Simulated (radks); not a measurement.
The numbers below are computed, except where a source is named.
Spherical jellium clusters: N electrons in a uniform positive sphere of charge N and radius rs N^(1/3), rs = 2.79 bohr. Level of theory: non-relativistic Kohn-Sham, PBE, spin-polarised, spherical densities (a radial shooting solver with Libxc functionals). Levels are named by radial order and angular momentum (1s, 1p, 1d, 2s, ...), and open shells are averaged over m.

N = 5, configuration 1s2 1p(up 3, down 0). This is the lowest configuration that the search found. Occupied and some empty levels:

level,occupation,eigenvalue (eV),<r> (bohr)
1s up,1,-6.6073,3.502
1s down,1,-5.5966,3.267
1p up,3,-3.7530,4.521
1p down,0,-2.3910,4.622
2s up,0,-0.93432,7.760
1d up,0,-0.84117,6.301

Energy (eV): total -6.29718, kinetic 16.001, external -159.74, Hartree 75.310, exchange-correlation -23.425, background 85.555.

Electron density:

r (bohr),n(r) (e/bohr^3)
0.175,0.01208
0.614,0.01216
1.05,0.01228
1.49,0.01233
1.93,0.01218
2.37,0.01169
2.81,0.01077
3.25,0.009423
3.69,0.007777
4.13,0.006013
4.57,0.004352
5.01,0.002961
5.45,0.001917
5.89,0.001201
6.33,0.0007371
6.76,0.0004469
7.20,0.0002691
7.64,0.0001618
8.08,0.00009717
8.52,0.00005824
